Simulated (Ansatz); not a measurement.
Ge3O2. Total charge 0; singlet. Geometry relaxed at B3LYP-D4/def2-SVP.

```tsv
atom	x (Å)	y (Å)	z (Å)
Ge1	-0.944	0.917	-0.868
Ge2	0.728	0.895	1.039
Ge3	0.480	-1.487	0.206
O4	-1.019	-0.342	0.588
O5	0.755	0.017	-0.964
```

The structure comes from a short search, and lower isomers may exist.

(1) Estimate the harmonic wavenumbers at RKS B3LYP-D4/def2-SVP (Ansatz, unscaled). Is this a minimum?

## Answers

(1) 118, 186, 197, 322, 360, 414, 480, 499, 656 cm⁻¹. Yes, no mode is imaginary beyond noise. Zero-point energy 19.3 kJ/mol. It took 51 s on 4 threads of Arm Neoverse V2 on a shared host.
